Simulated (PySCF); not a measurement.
**Diatomics of Os with the chalcogens**

PBE with triple-zeta basis sets in PySCF, for the lowest determinant that a PBE0 search found; no spin–orbit coupling. De refers to high-spin ground-configuration atoms. A positive dipole means M(−)Os(+).

```
 M         basis  state (unpaired electrons)  Re (Å)  ωe (cm⁻¹)  De (eV)  μ (D)
 O  x2c-TZVPPall    quintet (σ ↑, π ↑↑, δ ↑)   1.711        934      n/a   2.76
 S    def2-TZVPP        quintet (π ↑↑, δ ↑↑)   2.091        523      n/a   2.37
Se    def2-TZVPP        quintet (π ↑↑, δ ↑↑)   2.227        338      n/a   2.10
```

The shortest bond is that of OsO (1.711 Å), the longest that of OsSe (2.227 Å).

The rows differ in basis set, which adds steps of its own.

The state changes along the series, so neighbouring rows are not always alike in their bonding.

De is left out where the level can put another filling of the metal’s s and d shells below the measured ground configuration, by anything from nothing to about 1 eV. These are scalar-relativistic numbers at best; spin–orbit coupling would shift them, the dissociation energy most. The state is the lowest single determinant that the PBE0 search found; with open d or f shells the true ground state can be another one.
